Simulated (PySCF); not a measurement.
Spinor energies of Sb¹⁹⁺ (antimony, charge +19)

Start: [Ar] 3d10 4s2 4p2; 4p1/2 filled at m_j = -1/2, +1/2. Calculated with PySCF 2.14 in an uncontracted even-tempered set (18 s from 1.2 bohr⁻², ratio 2.8; 13 p from 1.5 bohr⁻², ratio 2.8; 9 d from 2.7 bohr⁻², ratio 2.8; 4 f from 8 bohr⁻², ratio 3): generalised Hartree-Fock with the X2C-1e Hamiltonian and a Gaussian nucleus; spin-orbit coupling (SO) screened by Boettger's factors.

```json
{"spinor shell": "1s1/2", "electrons": "2", "ε, screened SO (eV)": "-31172.6", "weight of nominal j (screened SO)": "1.000", "rms radius, screened SO (bohr)": "0.0325"}
{"spinor shell": "2s1/2", "electrons": "2", "ε, screened SO (eV)": "-5280.7", "weight of nominal j (screened SO)": "1.000", "rms radius, screened SO (bohr)": "0.133"}
{"spinor shell": "2p1/2", "electrons": "2", "ε, screened SO (eV)": "-4965.2", "weight of nominal j (screened SO)": "1.000", "rms radius, screened SO (bohr)": "0.115"}
{"spinor shell": "2p3/2", "electrons": "4", "ε, screened SO (eV)": "-4708.6", "weight of nominal j (screened SO)": "1.000", "rms radius, screened SO (bohr)": "0.120"}
{"spinor shell": "3s1/2", "electrons": "2", "ε, screened SO (eV)": "-1470.7", "weight of nominal j (screened SO)": "1.000", "rms radius, screened SO (bohr)": "0.348"}
{"spinor shell": "3p1/2", "electrons": "2", "ε, screened SO (eV)": "-1341.4", "weight of nominal j (screened SO)": "1.000", "rms radius, screened SO (bohr)": "0.340"}
{"spinor shell": "3p3/2", "electrons": "4", "ε, screened SO (eV)": "-1289.2", "weight of nominal j (screened SO)": "1.000", "rms radius, screened SO (bohr)": "0.352"}
{"spinor shell": "3d3/2", "electrons": "4", "ε, screened SO (eV)": "-1064.4", "weight of nominal j (screened SO)": "1.000", "rms radius, screened SO (bohr)": "0.323"}
{"spinor shell": "3d5/2", "electrons": "6", "ε, screened SO (eV)": "-1053.4", "weight of nominal j (screened SO)": "1.000", "rms radius, screened SO (bohr)": "0.326"}
{"spinor shell": "4s1/2", "electrons": "2", "ε, screened SO (eV)": "-596.07", "weight of nominal j (screened SO)": "1.000", "rms radius, screened SO (bohr)": "0.761"}
{"spinor shell": "4p1/2", "electrons": "2", "ε, screened SO (eV)": "-549.80", "weight of nominal j (screened SO)": "1.000", "rms radius, screened SO (bohr)": "0.781"}
```

| quantity | screened SO |
| --- | --- |
| E (hartree) | -6329.98897 |
| M_J | 0 |
| ⟨J²⟩ | 0.000 |
| ⟨L²⟩ | 1.343 |
| ⟨S²⟩ | 1.343 |

Breit and QED terms are absent; they matter most for the inner s and p1/2 levels.

Densities and radii are taken from the X2C orbitals without a picture-change correction, which distorts them close to the nucleus.
